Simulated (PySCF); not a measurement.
A run for PySCF: R-MP2/6-31G* on CH4S (SMILES CS), a point of a torsion scan.

```python
from pyscf import gto, scf, dft, mp
from pyscf.data.elements import chemcore

mol = gto.M(
    atom='''
    C    -0.50710217    0.00292587   -0.00547603
    S     1.15350969    0.74895554   -0.13514690
    H    -0.61873696   -0.46930220    0.96638475
    H    -1.22099731    0.81600434   -0.09655805
    H    -0.65319893   -0.70923255   -0.80846024
    H     1.76490591   -0.31999556   -0.63853580
    ''',
    basis='6-31g*',
    cart=True,
    charge=0, spin=0, verbose=3, max_memory=1800)
mf = scf.RHF(mol)
mf.conv_tol = 1e-8
mf.max_cycle = 100
mf.kernel()
if not mf.converged:
    mf = mf.newton().run(mf.mo_coeff, mf.mo_occ)
pt = mp.MP2(mf, frozen=chemcore(mol)).run()
```

Output:

```
converged SCF energy = -437.698944924088
E(RMP2) = -437.951241104199  E_corr = -0.252296180110386
E(SCS-RMP2) = -437.952808405594  E_corr = -0.253863481505266
```

The calculation finished and met its thresholds.

Cost: very roughly 0.4 core-seconds.
